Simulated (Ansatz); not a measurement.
A nudged elastic band was laid between two geometries of CH2BOSi (6 atoms, charge 0, multiplicity 2).

Method: UKS PBE-D4/6-31G* in Ansatz 0.2.0.

| Item | Value |
| --- | --- |
| movable images | 5 |
| climbing image | yes |
| spring | 5.0 eV/Å² |
| optimiser | quadratic models (default) |
| start path | through a guess of the saddle point |
| force threshold | 0.05 eV/Å |
| iteration limit | 60 |
| end points | relaxed |

Initial state:

```xyz
6
Properties=species:S:1:pos:R:3
B 1.723 0.373 -0.809
C 0.522 0.111 -0.183
Si -1.155 -0.221 -0.413
O -2.178 -0.467 0.893
H 2.801 0.604 -1.243
H -1.713 -0.398 1.754
```

Final state:

```xyz
6
Properties=species:S:1:pos:R:3
B 1.629 0.353 -0.791
C 0.450 0.094 -0.121
Si -1.145 -0.248 0.563
O -2.373 -0.469 -0.382
H 2.659 0.578 -1.327
H -1.220 -0.308 2.058
```

**Question.** What changes between the two ends?

**Answer.** Bonds broken: O4–H6. Bonds formed: Si3–H6.

**Question.** Give the energies along the band, and the barrier.

**Answer.** It converged. The highest image is number 4 of 0 to 6, 40.6 kcal/mol above the first end and 29.5 kcal/mol above the last; the last end lies 11.1 kcal/mol above the first. The profile has 2 maxima (images 1, 4) with wells between them (image 2): this band takes more than one step, which may be the mechanism or a detour left from its start path. Neighbouring images differ by up to 1.7 eV, so the band resolves the path poorly. A vibrational analysis at the climbing image gives 2 clearly imaginary modes (1178i, 57i cm⁻¹): a point of higher order, so a lower path passes nearby.

```csv
image,path coordinate (Å),energy (kcal/mol),O4–H6 (Å),Si3–H6 (Å)
0,0.00,0.0,0.98,2.24
1,1.37,4.2,0.98,2.36
2,2.74,0.0,0.98,2.25
3,4.11,0.9,0.98,2.24
4,5.48,40.6,1.48,1.62
5,6.70,17.8,2.62,1.49
6,7.92,11.1,2.70,1.50
```

**Question.** What is the geometry of the highest image?

**Answer.** 
```xyz
6
Properties=species:S:1:pos:R:3:forces:R:3
B 1.418 0.309 -0.746 0.00 0.00 0.00
C 0.173 0.073 -1.323 0.00 0.00 0.00
Si -0.758 -0.154 0.092 0.00 0.00 0.00
O -2.225 -0.496 0.695 0.00 0.00 0.00
H 2.530 0.524 -0.386 0.00 0.00 0.00
H -1.137 -0.256 1.668 0.00 0.00 0.00
```

The run took 4.5 min on 2 threads of Arm Neoverse V1, on a shared host, peak memory 0.14 GiB.
